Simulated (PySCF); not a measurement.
Ge(Me)(OEt)(NH2)2, SMILES CC[O][Ge]([CH3])([NH2])[NH2] (C₃H₁₂GeN₂O) (GFN2-xTB optimised geometry):

```
19

C     -0.475    -2.763     1.556
C     -0.137    -1.431     2.210
O     -0.713    -0.335     1.536
Ge    -0.168     0.338     0.000
C     -1.074     2.113     0.000
N     -0.612    -0.833    -1.346
N      1.660     0.338     0.000
H     -0.051    -3.580     2.135
H     -1.553    -2.888     1.498
H     -0.064    -2.780     0.549
H     -0.538    -1.398     3.230
H      0.951    -1.316     2.256
H     -1.045     2.567    -0.986
H     -2.109     1.990     0.301
H     -0.592     2.780     0.705
H     -0.561    -0.459    -2.283
H     -1.527    -1.248    -1.231
H      2.109     1.129     0.439
H      2.093     0.177    -0.896
```

Computed with CAM-B3LYP/def2-SVP run with PySCF 2.14.0.

Q: What are the frontier orbital energies and the dipole moment?

A: HOMO-2 -8.87 eV, HOMO-1 -8.53 eV, HOMO -8.29 eV, LUMO 1.97 eV, LUMO+1 3.07 eV; dipole moment 2.38 D.

On the same geometry PySCF with PBE/def2-SVP gives HOMO-2 -5.82 eV, HOMO-1 -5.54 eV, HOMO -5.42 eV, LUMO 0.23 eV, LUMO+1 1.26 eV; dipole moment 2.31 D.

Meta-Löwdin charges at CAM-B3LYP/def2-SVP: C1 -0.30, C2 0.06, O3 -0.61, Ge4 1.10, C5 -0.52, N6 -0.67, N7 -0.66, H8 0.09, H9 0.09, H10 0.10, H11 0.09, H12 0.08, H13 0.10, H14 0.12, H15 0.11, H16 0.20, H17 0.21, H18 0.20, H19 0.21.
